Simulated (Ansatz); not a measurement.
Geometry optimisation, RKS LDA/def2-SVP in Ansatz 0.2.0.

The input (input.yaml):

```yaml
crystal:
  periodic: [false, false, false]
  atoms:
    - { symbol: B, position_ang: [0.041179, 0.482981, -0.360381] }
    - { symbol: O, position_ang: [-0.009526, -0.188854, 2.139855] }
    - { symbol: H, position_ang: [-0.978396, -0.32837, 2.067473] }
    - { symbol: H, position_ang: [1.074997, -0.089269, -0.637841] }
    - { symbol: F, position_ang: [-1.141193, -0.036395, -0.553283] }
    - { symbol: Br, position_ang: [0.084293, 2.429634, 0.108181] }
    - { symbol: H, position_ang: [0.064347, 0.785974, 2.310796] }
basis:
  gaussian: { orbitals: def2-SVP }
hamiltonian:
  xc: lda
relax:
  f_tol: 0.03
  max_steps: 50
```

Launched with:

```bash
$ ansatz run input.yaml --threads 2 --pin off --max-ram 3072MiB --backend cpu --events-out ev --progress --plain --runs-dir out
```

Question: Where does it end, and by what steps?

Answer: The run converged. After 9 steps the energy has fallen by 0.736 eV; O2 moved furthest, 0.51 Å. Joined: B1–O2 (2.59 → 1.62 Å).

```json
{"step": "0", "energy less start (eV)": "0.0000", "largest force component (eV/Å)": "1.112", "accepted": "yes"}
{"step": "1", "energy less start (eV)": "-0.2132", "largest force component (eV/Å)": "0.892", "accepted": "yes"}
{"step": "2", "energy less start (eV)": "-0.4522", "largest force component (eV/Å)": "1.096", "accepted": "yes"}
{"step": "3", "energy less start (eV)": "-0.6564", "largest force component (eV/Å)": "0.890", "accepted": "yes"}
{"step": "4", "energy less start (eV)": "-0.7077", "largest force component (eV/Å)": "0.383", "accepted": "yes"}
{"step": "5", "energy less start (eV)": "-0.7290", "largest force component (eV/Å)": "0.174", "accepted": "yes"}
{"step": "6", "energy less start (eV)": "-0.7335", "largest force component (eV/Å)": "0.109", "accepted": "yes"}
{"step": "7", "energy less start (eV)": "-0.7351", "largest force component (eV/Å)": "0.050", "accepted": "yes"}
{"step": "8", "energy less start (eV)": "-0.7355", "largest force component (eV/Å)": "0.045", "accepted": "yes"}
{"step": "9", "energy less start (eV)": "-0.7356", "largest force component (eV/Å)": "0.020", "accepted": "yes"}
```

```xyz
7
Properties=species:S:1:pos:R:3
B 0.027 0.367 0.084
O 0.021 -0.017 1.658
H -0.876 -0.406 1.799
H 1.008 -0.126 -0.441
F -1.191 -0.054 -0.332
Br 0.147 2.379 0.274
H 0.000 0.913 2.032
```

Whether the end is a true minimum wasn't checked by a vibrational analysis.

Time of the run: 6.4 s on 2 threads of Intel(R) Xeon(R) 6975P-C (Granite Rapids), with other jobs on the host, peak memory 0.16 GiB.
